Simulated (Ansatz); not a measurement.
Reaction (SMILES): [SiH2-]O[SiH2]O[SiH3] → [SiH3]O[SiH-]O[SiH3]
Structures are relaxed separately at B3LYP-D3(BJ)/def2-TZVP in Ansatz (a first-principles code), one conformer each, not searched for the lowest.

Property: isomerisation energy (electronic energy difference), in eV. Cores are frozen in the correlated levels unless marked. Spin-orbit coupling is left out. Non-relativistic. Anions need diffuse functions: aug- sets have them; def2-D sets add few; the other sets have none. CBS(X,Y): correlation extrapolated as X^-3; Hartree-Fock from the larger set. [CCSD(T)-MP2]/basis is that difference in the basis named.

| level | program | isomerisation energy (eV) | minus last row |
|---|---|---|---|
| B97M-V/def2-TZVPD | Ansatz | 0.14 | 0.01 |
| r2SCANh/def2-TZVPD | Ansatz | 0.15 | 0.02 |
| B2PLYP-D4/def2-TZVPD | Ansatz + dftd4 | 0.10 | -0.03 |
| RI-MP2/cc-pV(T+d)Z | Ansatz | 0.11 | -0.02 |
| CCSD/cc-pV(D+d)Z | Ansatz | 0.06 | -0.07 |
| RI-MP2/CBS(aug-cc-pV(T+d)Z,aug-cc-pV(Q+d)Z)+[CCSD(T)-MP2]/aug-cc-pV(T+d)Z | Ansatz | 0.13 | 0.00 |
| CCSD(T)/CBS(aug-cc-pV(T+d)Z,aug-cc-pV(Q+d)Z) | Ansatz | 0.13 | 0.00 |
